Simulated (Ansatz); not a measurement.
Ansatz (a program for electronic structure) input (B3LYP-D3(BJ)/def2-TZVP):

Ansatz 0.2 input:
```yaml
crystal:
  periodic: [false, false, false]
  atoms:
    - {symbol: C, position_ang: [-1.54524887, -0.51734472, 0.25707689]}
    - {symbol: C, position_ang: [-1.27723818, 0.94366854, -0.09249024]}
    - {symbol: C, position_ang: [0.15130355, 1.33060371, 0.28525594]}
    - {symbol: C, position_ang: [1.14099627, 0.41574075, -0.42168074]}
    - {symbol: C, position_ang: [0.88567408, -1.04320717, -0.07214828]}
    - {symbol: C, position_ang: [-0.54397686, -1.42664146, -0.44933510]}
    - {symbol: S, position_ang: [2.86969661, 0.89242650, -0.03588287]}
    - {symbol: H, position_ang: [-1.45928974, -0.65354161, 1.33779099]}
    - {symbol: H, position_ang: [-2.56222943, -0.78794878, -0.03360769]}
    - {symbol: H, position_ang: [-1.42069009, 1.09254362, -1.16516317]}
    - {symbol: H, position_ang: [-1.98193546, 1.59084562, 0.43310132]}
    - {symbol: H, position_ang: [0.34723399, 2.36964591, 0.01374723]}
    - {symbol: H, position_ang: [0.28060570, 1.23488298, 1.36709940]}
    - {symbol: H, position_ang: [1.07420278, 0.55797885, -1.50400406]}
    - {symbol: H, position_ang: [1.60015342, -1.68117142, -0.59609638]}
    - {symbol: H, position_ang: [1.02998172, -1.18771909, 1.00234959]}
    - {symbol: H, position_ang: [-0.66994129, -1.33507970, -1.53057029]}
    - {symbol: H, position_ang: [-0.72631166, -2.46803408, -0.17740529]}
    - {symbol: H, position_ang: [2.78474437, 0.67163254, 1.27470511]}
basis:
  gaussian:
    orbitals: def2-TZVP
hamiltonian:
  xc: b3lyp
  dispersion: d3bj
relax: {f_tol: 0.002, max_steps: 150}
```

End of the output:

```
integrals: 0.33 GiB planned
1879 factors; their error is unknown
0.42 GiB of the device are held for the grids
1.88 GiB of device memory are held for the factors and their scratch space
mean field: 2.22 GiB planned
mean field evaluation 64: about -17240.0086 eV, gradient 8.4e1 eV
mean field -17257.07497550 eV, -634.1858080841 hartree, gradient 2.0e-5 eV, S^2 0.000000; 1 other end points of the search recorded, 0 dependent functions left out
the calculation of the forces begins
reference -17257.07529998 eV, -634.1858200084 hartree; 32, 32 occupied and 263, 263 virtual orbitals, 1879 factors
Total energy: -17257.96518297 eV, -634.2185226050 hartree
Atom 0 at    -1.566136    -0.521359     0.240923 Å, force     0.000236     0.000023     0.000399 eV/Å
Atom 1 at    -1.287314     0.946954    -0.080834 Å, force     0.000245    -0.000028    -0.000107 eV/Å
Atom 2 at     0.148811     1.339211     0.279124 Å, force    -0.000325     0.000004     0.000102 eV/Å
Atom 3 at     1.163102     0.419589    -0.400501 Å, force     0.000460     0.000109     0.000689 eV/Å
Atom 4 at     0.887884    -1.049448    -0.080242 Å, force    -0.000268    -0.000206     0.000067 eV/Å
Atom 5 at    -0.549386    -1.438021    -0.439635 Å, force     0.000215     0.000190    -0.000047 eV/Å
Atom 6 at     2.895862     0.902408    -0.046066 Å, force    -0.000391    -0.000088    -0.000128 eV/Å
Atom 7 at    -1.513818    -0.668346     1.325558 Å, force    -0.000194    -0.000036    -0.000122 eV/Å
Atom 8 at    -2.580888    -0.789691    -0.062424 Å, force     0.000269     0.000101    -0.000223 eV/Å
Atom 9 at    -1.449266     1.119043    -1.150766 Å, force    -0.000262    -0.000225    -0.000026 eV/Å
Atom 10 at    -1.990528     1.594623     0.448164 Å, force     0.000129    -0.000045     0.000099 eV/Å
Atom 11 at     0.348238     2.376055     0.004947 Å, force     0.000521    -0.000055    -0.000103 eV/Å
Atom 12 at     0.284442     1.268097     1.363979 Å, force    -0.000238    -0.000036    -0.000366 eV/Å
Atom 13 at     1.094297     0.561327    -1.484059 Å, force    -0.000264    -0.000141     0.000148 eV/Å
Atom 14 at     1.604044    -1.682701    -0.605691 Å, force     0.000419     0.000363    -0.000030 eV/Å
Atom 15 at     1.051277    -1.210213     0.991121 Å, force    -0.000284    -0.000043    -0.000356 eV/Å
Atom 16 at    -0.677459    -1.375445    -1.526041 Å, force    -0.000351     0.000047    -0.000004 eV/Å
Atom 17 at    -0.729799    -2.480017    -0.164829 Å, force     0.000086     0.000082     0.000118 eV/Å
Atom 18 at     2.844369     0.687217     1.280014 Å, force    -0.000004    -0.000017    -0.000112 eV/Å
Dipole moment:    -0.366055    -0.124776     0.076713 e Å
```
